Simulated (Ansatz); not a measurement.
Ansatz (a quantum-chemistry and plane-wave program) input (HF/6-31G*):

Ansatz 0.2 input:
```yaml
crystal:
  periodic: [false, false, false]
  atoms:
    - {symbol: O, position_ang: [2.53087137, -0.17601433, -0.21364478]}
    - {symbol: C, position_ang: [1.48936983, -0.20476824, 0.35612346]}
    - {symbol: C, position_ang: [0.21357656, 0.28784532, -0.21824693]}
    - {symbol: C, position_ang: [-0.79582753, 0.97187759, 0.69462168]}
    - {symbol: C, position_ang: [-1.07202694, -0.36991650, 0.16555716]}
    - {symbol: F, position_ang: [-2.00007212, -0.48813125, -0.80550244]}
    - {symbol: H, position_ang: [1.42246070, -0.60771754, 1.37420343]}
    - {symbol: H, position_ang: [0.28032156, 0.65301526, -1.22657686]}
    - {symbol: H, position_ang: [-1.33593215, 1.79618019, 0.26741985]}
    - {symbol: H, position_ang: [-0.55664615, 1.07355578, 1.73881864]}
    - {symbol: H, position_ang: [-1.06707757, -1.22396703, 0.81648297]}
basis:
  gaussian:
    orbitals: 6-31G*
hamiltonian:
  xc: {name: HF}
phonons: {temperatures: {t_min: 298.15, t_max: 298.15, t_step: 100}}
```

Output:

```
Functional definition: HF
integrals: 0.05 GiB planned
1103 factors; integrals over basis functions are off by at most 3.5e-4 eV
mean field: 0.30 GiB planned
mean field evaluation 1: about -8938.3842 eV, gradient 4.2e1 eV
mean field evaluation 2: about -8938.4795 eV, gradient 4.2e1 eV
mean field evaluation 4: about -8942.4094 eV, gradient 4.8e0 eV
mean field evaluation 8: about -8942.4983 eV, gradient 5.0e-1 eV
mean field -8942.50043229 eV, -328.6308294423 hartree, gradient 2.7e-5 eV, S^2 0.000000; 0 other end points of the search recorded, 0 dependent functions left out
the calculation of the forces begins
reference -8942.50043229 eV, -328.6308294423 hartree; 23, 23 occupied and 77, 77 virtual orbitals, 1103 factors
these checks for a lower state are left out or cut short: stability, starts, cluster_reference, orbital_swaps, neighbouring_geometries, increment
integrals: 0.05 GiB planned
1103 factors; integrals over basis functions are off by at most 3.5e-4 eV
mean field: 0.30 GiB planned
mean field evaluation 16: about -8942.5002 eV, gradient 1.1e-4 eV
mean field -8942.50017761 eV, -328.6308200827 hartree, gradient 5.6e-6 eV, S^2 0.000000; 0 other end points of the search recorded, 0 dependent functions left out
the calculation of the forces begins
reference -8942.50017761 eV, -328.6308200827 hartree; 23, 23 occupied and 77, 77 virtual orbitals, 1103 factors
these checks for a lower state are left out or cut short: stability, starts, cluster_reference, orbital_swaps, neighbouring_geometries, increment
integrals: 0.05 GiB planned
1103 factors; integrals over basis functions are off by at most 3.5e-4 eV
mean field: 0.30 GiB planned
mean field -8942.50017758 eV, -328.6308200818 hartree, gradient 5.8e-6 eV, S^2 0.000000; 0 other end points of the search recorded, 0 dependent functions left out
the calculation of the forces begins
reference -8942.50017758 eV, -328.6308200818 hartree; 23, 23 occupied and 77, 77 virtual orbitals, 1103 factors
these checks for a lower state are left out or cut short: stability, starts, cluster_reference, orbital_swaps, neighbouring_geometries, increment
integrals: 0.05 GiB planned
1103 factors; integrals over basis functions are off by at most 3.5e-4 eV
mean field: 0.30 GiB planned
mean field -8942.50042062 eV, -328.6308290134 hartree, gradient 2.4e-6 eV, S^2 0.000000; 0 other end points of the search recorded, 0 dependent functions left out
the calculation of the forces begins
reference -8942.50042062 eV, -328.6308290134 hartree; 23, 23 occupied and 77, 77 virtual orbitals, 1103 factors
these checks for a lower state are left out or cut short: stability, starts, cluster_reference, orbital_swaps, neighbouring_geometries, increment
integrals: 0.05 GiB planned
1103 factors; integrals over basis functions are off by at most 3.5e-4 eV
mean field: 0.30 GiB planned
mean field evaluation 32: about -8942.3842 eV, gradient 4.4e-1 eV
mean field -8942.50041970 eV, -328.6308289793 hartree, gradient 1.7e-6 eV, S^2 0.000000; 0 other end points of the search recorded, 0 dependent functions left out
the calculation of the forces begins
reference -8942.50041970 eV, -328.6308289793 hartree; 23, 23 occupied and 77, 77 virtual orbitals, 1103 factors
these checks for a lower state are left out or cut short: stability, starts, cluster_reference, orbital_swaps, neighbouring_geometries, increment
integrals: 0.05 GiB planned
1103 factors; integrals over basis functions are off by at most 3.5e-4 eV
mean field: 0.30 GiB planned
mean field -8942.50033947 eV, -328.6308260309 hartree, gradient 4.1e-6 eV, S^2 0.000000; 0 other end points of the search recorded, 0 dependent functions left out
the calculation of the forces begins
reference -8942.50033947 eV, -328.6308260309 hartree; 23, 23 occupied and 77, 77 virtual orbitals, 1103 factors
these checks for a lower state are left out or cut short: stability, starts, cluster_reference, orbital_swaps, neighbouring_geometries, increment
integrals: 0.05 GiB planned
1103 factors; integrals over basis functions are off by at most 3.5e-4 eV
mean field: 0.30 GiB planned
mean field -8942.50033694 eV, -328.6308259381 hartree, gradient 4.0e-6 eV, S^2 0.000000; 0 other end points of the search recorded, 0 dependent functions left out
the calculation of the forces begins
reference -8942.50033694 eV, -328.6308259381 hartree; 23, 23 occupied and 77, 77 virtual orbitals, 1103 factors
these checks for a lower state are left out or cut short: stability, starts, cluster_reference, orbital_swaps, neighbouring_geometries, increment
integrals: 0.05 GiB planned
1103 factors; integrals over basis functions are off by at most 3.5e-4 eV
mean field: 0.30 GiB planned
mean field -8942.50011328 eV, -328.6308177189 hartree, gradient 6.5e-6 eV, S^2 0.000000; 0 other end points of the search recorded, 0 dependent functions left out
[...]
these checks for a lower state are left out or cut short: stability, starts, cluster_reference, orbital_swaps, neighbouring_geometries, increment
integrals: 0.05 GiB planned
1103 factors; integrals over basis functions are off by at most 3.5e-4 eV
mean field: 0.30 GiB planned
mean field -8942.50041147 eV, -328.6308286769 hartree, gradient 1.5e-6 eV, S^2 0.000000; 0 other end points of the search recorded, 0 dependent functions left out
the calculation of the forces begins
reference -8942.50041147 eV, -328.6308286769 hartree; 23, 23 occupied and 77, 77 virtual orbitals, 1103 factors
these checks for a lower state are left out or cut short: stability, starts, cluster_reference, orbital_swaps, neighbouring_geometries, increment
integrals: 0.05 GiB planned
1103 factors; integrals over basis functions are off by at most 3.5e-4 eV
mean field: 0.30 GiB planned
mean field -8942.50041266 eV, -328.6308287206 hartree, gradient 1.4e-6 eV, S^2 0.000000; 0 other end points of the search recorded, 0 dependent functions left out
the calculation of the forces begins
reference -8942.50041266 eV, -328.6308287206 hartree; 23, 23 occupied and 77, 77 virtual orbitals, 1103 factors
these checks for a lower state are left out or cut short: stability, starts, cluster_reference, orbital_swaps, neighbouring_geometries, increment
integrals: 0.05 GiB planned
1103 factors; integrals over basis functions are off by at most 3.5e-4 eV
mean field: 0.30 GiB planned
mean field evaluation 352: about -8942.5004 eV, gradient 7.1e-6 eV
mean field -8942.50041601 eV, -328.6308288437 hartree, gradient 1.0e-6 eV, S^2 0.000000; 0 other end points of the search recorded, 0 dependent functions left out
the calculation of the forces begins
reference -8942.50041601 eV, -328.6308288437 hartree; 23, 23 occupied and 77, 77 virtual orbitals, 1103 factors
these checks for a lower state are left out or cut short: stability, starts, cluster_reference, orbital_swaps, neighbouring_geometries, increment
integrals: 0.05 GiB planned
1103 factors; integrals over basis functions are off by at most 3.5e-4 eV
mean field: 0.30 GiB planned
mean field -8942.50041234 eV, -328.6308287092 hartree, gradient 1.1e-6 eV, S^2 0.000000; 0 other end points of the search recorded, 0 dependent functions left out
the calculation of the forces begins
reference -8942.50041234 eV, -328.6308287092 hartree; 23, 23 occupied and 77, 77 virtual orbitals, 1103 factors
these checks for a lower state are left out or cut short: stability, starts, cluster_reference, orbital_swaps, neighbouring_geometries, increment
integrals: 0.05 GiB planned
1103 factors; integrals over basis functions are off by at most 3.5e-4 eV
mean field: 0.30 GiB planned
mean field -8942.50031790 eV, -328.6308252384 hartree, gradient 2.1e-6 eV, S^2 0.000000; 0 other end points of the search recorded, 0 dependent functions left out
the calculation of the forces begins
reference -8942.50031790 eV, -328.6308252384 hartree; 23, 23 occupied and 77, 77 virtual orbitals, 1103 factors
these checks for a lower state are left out or cut short: stability, starts, cluster_reference, orbital_swaps, neighbouring_geometries, increment
integrals: 0.05 GiB planned
1103 factors; integrals over basis functions are off by at most 3.5e-4 eV
mean field: 0.30 GiB planned
mean field -8942.50031851 eV, -328.6308252609 hartree, gradient 2.1e-6 eV, S^2 0.000000; 0 other end points of the search recorded, 0 dependent functions left out
the calculation of the forces begins
reference -8942.50031851 eV, -328.6308252609 hartree; 23, 23 occupied and 77, 77 virtual orbitals, 1103 factors
these checks for a lower state are left out or cut short: stability, starts, cluster_reference, orbital_swaps, neighbouring_geometries, increment
integrals: 0.05 GiB planned
1103 factors; integrals over basis functions are off by at most 3.5e-4 eV
mean field: 0.30 GiB planned
mean field -8942.50041415 eV, -328.6308287757 hartree, gradient 1.5e-6 eV, S^2 0.000000; 0 other end points of the search recorded, 0 dependent functions left out
the calculation of the forces begins
reference -8942.50041415 eV, -328.6308287757 hartree; 23, 23 occupied and 77, 77 virtual orbitals, 1103 factors
these checks for a lower state are left out or cut short: stability, starts, cluster_reference, orbital_swaps, neighbouring_geometries, increment
integrals: 0.05 GiB planned
1103 factors; integrals over basis functions are off by at most 3.5e-4 eV
mean field: 0.30 GiB planned
mean field evaluation 384: about -8942.5004 eV, gradient 1.4e-6 eV
mean field -8942.50041230 eV, -328.6308287074 hartree, gradient 1.4e-6 eV, S^2 0.000000; 0 other end points of the search recorded, 0 dependent functions left out
the calculation of the forces begins
reference -8942.50041230 eV, -328.6308287074 hartree; 23, 23 occupied and 77, 77 virtual orbitals, 1103 factors
these checks for a lower state are left out or cut short: stability, starts, cluster_reference, orbital_swaps, neighbouring_geometries, increment
integrals: 0.05 GiB planned
1103 factors; integrals over basis functions are off by at most 3.5e-4 eV
mean field: 0.30 GiB planned
mean field -8942.50034994 eV, -328.6308264158 hartree, gradient 1.9e-6 eV, S^2 0.000000; 0 other end points of the search recorded, 0 dependent functions left out
the calculation of the forces begins
reference -8942.50034994 eV, -328.6308264158 hartree; 23, 23 occupied and 77, 77 virtual orbitals, 1103 factors
these checks for a lower state are left out or cut short: stability, starts, cluster_reference, orbital_swaps, neighbouring_geometries, increment
integrals: 0.05 GiB planned
1103 factors; integrals over basis functions are off by at most 3.5e-4 eV
mean field: 0.30 GiB planned
mean field -8942.50034710 eV, -328.6308263115 hartree, gradient 1.8e-6 eV, S^2 0.000000; 0 other end points of the search recorded, 0 dependent functions left out
the calculation of the forces begins
reference -8942.50034710 eV, -328.6308263115 hartree; 23, 23 occupied and 77, 77 virtual orbitals, 1103 factors
these checks for a lower state are left out or cut short: stability, starts, cluster_reference, orbital_swaps, neighbouring_geometries, increment
integrals: 0.05 GiB planned
1103 factors; integrals over basis functions are off by at most 3.5e-4 eV
mean field: 0.30 GiB planned
mean field -8942.50037606 eV, -328.6308273756 hartree, gradient 2.9e-6 eV, S^2 0.000000; 0 other end points of the search recorded, 0 dependent functions left out
the calculation of the forces begins
reference -8942.50037606 eV, -328.6308273756 hartree; 23, 23 occupied and 77, 77 virtual orbitals, 1103 factors
these checks for a lower state are left out or cut short: stability, starts, cluster_reference, orbital_swaps, neighbouring_geometries, increment
integrals: 0.05 GiB planned
1103 factors; integrals over basis functions are off by at most 3.5e-4 eV
mean field: 0.30 GiB planned
mean field -8942.50037631 eV, -328.6308273850 hartree, gradient 2.9e-6 eV, S^2 0.000000; 0 other end points of the search recorded, 0 dependent functions left out
the calculation of the forces begins
reference -8942.50037631 eV, -328.6308273850 hartree; 23, 23 occupied and 77, 77 virtual orbitals, 1103 factors
Total energy: -8942.50043229 eV, -328.6308294423 hartree
Atom 0 at     2.530871    -0.176014    -0.213645 Å, force    -0.000422     0.000191     0.000509 eV/Å
Atom 1 at     1.489370    -0.204768     0.356123 Å, force    -0.000134    -0.000317    -0.000205 eV/Å
Atom 2 at     0.213577     0.287845    -0.218247 Å, force    -0.000037    -0.000306    -0.000095 eV/Å
Atom 3 at    -0.795828     0.971878     0.694622 Å, force     0.000830    -0.000501     0.001974 eV/Å
Atom 4 at    -1.072027    -0.369916     0.165557 Å, force    -0.001088    -0.000841    -0.000597 eV/Å
Atom 5 at    -2.000072    -0.488131    -0.805502 Å, force    -0.000654    -0.000378    -0.000188 eV/Å
Atom 6 at     1.422461    -0.607718     1.374203 Å, force     0.000191     0.000476    -0.000514 eV/Å
Atom 7 at     0.280322     0.653015    -1.226577 Å, force     0.000781     0.000491    -0.000172 eV/Å
Atom 8 at    -1.335932     1.796180     0.267420 Å, force     0.000377    -0.000220    -0.000306 eV/Å
Atom 9 at    -0.556646     1.073556     1.738819 Å, force    -0.000221     0.000737    -0.000326 eV/Å
Atom 10 at    -1.067078    -1.223967     0.816483 Å, force     0.000378     0.000668    -0.000079 eV/Å
Dipole moment:    -0.396960     0.100817     0.481913 e Å
Vibrations: 110.51 251.90 266.03 423.82 478.60 553.78 875.79 922.24 971.21 1079.66 1156.23 1165.02 1205.01 1239.20 1271.75 1305.16 1343.63 1428.98 1552.29 1583.20 1654.27 2023.79 3131.91 3321.67 3375.86 3380.00 3415.51 cm⁻¹, zero-point energy 2.447884 eV
```

The blocks after the first are displaced geometries, from whose forces the wavenumbers follow.
